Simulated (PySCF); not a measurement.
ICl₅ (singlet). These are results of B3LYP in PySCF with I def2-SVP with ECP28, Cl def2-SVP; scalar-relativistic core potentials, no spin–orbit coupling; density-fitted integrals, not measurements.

Harmonic bands of its minimum:

```json
{"ω (cm⁻¹)": "66", "IR (km/mol, summed over degenerate members)": "0.0", "degeneracy": "1"}
{"ω (cm⁻¹)": "99", "IR (km/mol, summed over degenerate members)": "0.3", "degeneracy": "2"}
{"ω (cm⁻¹)": "100", "IR (km/mol, summed over degenerate members)": "6.0", "degeneracy": "1"}
{"ω (cm⁻¹)": "129", "IR (km/mol, summed over degenerate members)": "0.0", "degeneracy": "1"}
{"ω (cm⁻¹)": "141", "IR (km/mol, summed over degenerate members)": "2.0", "degeneracy": "2"}
{"ω (cm⁻¹)": "260", "IR (km/mol, summed over degenerate members)": "0.0", "degeneracy": "1"}
{"ω (cm⁻¹)": "280", "IR (km/mol, summed over degenerate members)": "9.3", "degeneracy": "1"}
{"ω (cm⁻¹)": "309", "IR (km/mol, summed over degenerate members)": "18.8", "degeneracy": "1"}
{"ω (cm⁻¹)": "335", "IR (km/mol, summed over degenerate members)": "304", "degeneracy": "2"}
```

Task: The central atom is I. Infer the point group and assign the bands.

Result: C4v. The modes span 2b1 + 3e + 3a1 + b2: 66 b1, 99 e, 100 a1, 129 b2, 141 e, 260 b1, 280 a1, 309 a1, 335 e. The computed geometry has I–Cl 2.414 Å, I–Cl 2.481 Å (×4); Cl–I–Cl 90.0° (×4), Cl–I–Cl 90.4° (×4), Cl–I–Cl 179.2° (×2).
